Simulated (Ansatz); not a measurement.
Job for Ansatz (an electronic-structure program): R-BLYP/def2-TZVPP on BH5OSi (SMILES BO[SiH3]), a point of a torsion scan.

Ansatz 0.2 input:
```yaml
crystal:
  periodic: [false, false, false]
  atoms:
    - {symbol: B, position_ang: [1.55807775, -0.27462192, 0.32552474]}
    - {symbol: O, position_ang: [0.27245232, -0.01826122, 0.36277058]}
    - {symbol: Si, position_ang: [-1.22539423, 0.17761885, -0.20726964]}
    - {symbol: H, position_ang: [2.08629395, -0.54875597, -0.69455396]}
    - {symbol: H, position_ang: [2.17119954, -0.22507771, 1.33060294]}
    - {symbol: H, position_ang: [-1.30959446, -0.04832783, -1.65355935]}
    - {symbol: H, position_ang: [-2.01068284, -0.81321911, 0.52561540]}
    - {symbol: H, position_ang: [-1.54835172, 1.56300319, 0.12734422]}
basis:
  gaussian:
    orbitals: def2-TZVPP
hamiltonian:
  xc: {name: BLYP}
scf: {lower_state_search: off}
```

Program output:

```
WARN ansatz: RAYON_NUM_THREADS=1 ignored (pool sized by the plan → 1); use --threads N
Functional definition: BLYP
these checks for a lower state are left out or cut short: stability, starts, cluster_reference, orbital_swaps, neighbouring_geometries, increment
integrals: 0.07 GiB planned
903 factors; their error is unknown
mean field: 0.57 GiB planned
mean field evaluation 1: about -10677.1975 eV, gradient 6.3e1 eV
mean field evaluation 2: about -10643.4774 eV, gradient 1.4e2 eV
mean field evaluation 4: about -10684.2079 eV, gradient 6.6e0 eV
mean field evaluation 8: about -10684.3157 eV, gradient 2.8e-1 eV
mean field evaluation 16: about -10684.2934 eV, gradient 3.6e-5 eV
mean field -10684.29344660 eV, -392.6405420883 hartree, gradient 2.0e-6 eV, S^2 0.000000; 0 other end points of the search recorded, 0 dependent functions left out
reference -10684.29379375 eV, -392.6405548460 hartree; 16, 16 occupied and 158, 158 virtual orbitals, 903 factors
Total energy: -10684.29379375 eV, -392.6405548460 hartree
Checks for a lower state left out: stability, starts, cluster_reference, orbital_swaps, neighbouring_geometries, increment
```

The calculation finished and met its thresholds.

Cost: roughly 1.1 core-seconds.
